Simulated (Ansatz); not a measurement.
Geometry optimisation, Ansatz 0.2.0, UKS PBE/def2-SVP.

Input file:

```yaml
crystal:
  periodic: [false, false, false]
  atoms:
    - { symbol: W, position_ang: [0.0, 0.0, 0.0] }
    - { symbol: H, position_ang: [0.0, 0.0, 1.97] }
    - { symbol: F, position_ang: [1.85, 0.0, 0.0] }
    - { symbol: F, position_ang: [0.0, 1.85, 0.0] }
    - { symbol: Cl, position_ang: [-2.39, 0.0, 0.0] }
    - { symbol: O, position_ang: [0.0, -1.94, 0.0] }
    - { symbol: H, position_ang: [0.3816, -2.2771, 0.8723] }
    - { symbol: Cl, position_ang: [0.0, 0.0, -2.39] }
    - { symbol: Cl, position_ang: [0.0, 0.0, 3.64] }
magnetization:
  spin_polarized: true
  initial_magnetization: 1
basis:
  gaussian: { orbitals: def2-SVP }
hamiltonian:
  xc: pbe
relax:
  f_tol: 0.15
  max_steps: 25
  restrain:
    - { distance: [1, 8], at: 1.37, k: 30.0 }
    - { distance: [0, 1], at: 2.92, k: 30.0 }
```

Command:

```bash
$ ansatz run input.yaml --threads 4 --pin off --max-ram 5120MiB --backend cpu --events-out ev --progress --plain --runs-dir out
```

Task: Where does it end, and by what steps?

Result: It converged. The restraints hold the end off the free minimum; the threshold counts their pulls, which the force column leaves out. Restrained pairs: H2–Cl9 (1.67 → 1.34 Å), W1–H2 (1.97 → 2.92 Å). After 16 steps the energy has fallen by 2.378 eV (the restraints' own energy left out); H2 moved furthest, 1.23 Å.

```json
{"step": "0", "energy less start (eV)": "0.0000", "largest force component (eV/Å)": "2.674", "accepted": "yes"}
{"step": "1", "energy less start (eV)": "-0.8901", "largest force component (eV/Å)": "3.166", "accepted": "yes"}
{"step": "2", "energy less start (eV)": "-1.2407", "largest force component (eV/Å)": "4.437", "accepted": "yes"}
{"step": "3", "energy less start (eV)": "-1.7389", "largest force component (eV/Å)": "0.874", "accepted": "yes"}
{"step": "4", "energy less start (eV)": "-1.8379", "largest force component (eV/Å)": "1.882", "accepted": "yes"}
{"step": "5", "energy less start (eV)": "-1.9189", "largest force component (eV/Å)": "2.089", "accepted": "yes"}
{"step": "6", "energy less start (eV)": "-2.0845", "largest force component (eV/Å)": "1.187", "accepted": "yes"}
{"step": "7", "energy less start (eV)": "-2.1772", "largest force component (eV/Å)": "1.186", "accepted": "yes"}
{"step": "8", "energy less start (eV)": "-2.2566", "largest force component (eV/Å)": "0.911", "accepted": "yes"}
{"step": "9", "energy less start (eV)": "-2.2881", "largest force component (eV/Å)": "1.164", "accepted": "yes"}
{"step": "10", "energy less start (eV)": "-2.3265", "largest force component (eV/Å)": "1.052", "accepted": "yes"}
{"step": "11", "energy less start (eV)": "-2.3347", "largest force component (eV/Å)": "1.260", "accepted": "yes"}
{"step": "12", "energy less start (eV)": "-2.3380", "largest force component (eV/Å)": "0.995", "accepted": "no"}
{"step": "13", "energy less start (eV)": "-2.3685", "largest force component (eV/Å)": "0.778", "accepted": "yes"}
{"step": "14", "energy less start (eV)": "-2.3769", "largest force component (eV/Å)": "0.830", "accepted": "yes"}
{"step": "15", "energy less start (eV)": "-2.3752", "largest force component (eV/Å)": "0.901", "accepted": "yes"}
{"step": "16", "energy less start (eV)": "-2.3783", "largest force component (eV/Å)": "0.861", "accepted": "yes"}
```

```xyz
9
Properties=species:S:1:pos:R:3
W -0.117 -0.160 -0.105
H 0.075 1.086 2.532
F 1.810 -0.148 0.055
F 0.001 1.618 0.533
Cl -2.448 -0.050 -0.078
O -0.057 -2.003 0.170
H 0.670 -2.542 0.543
Cl 0.026 0.043 -2.366
Cl -0.118 -0.213 2.808
```

Time of the run: 110 s on 4 threads of Arm Neoverse V1, with other jobs on the host, peak memory 0.44 GiB.
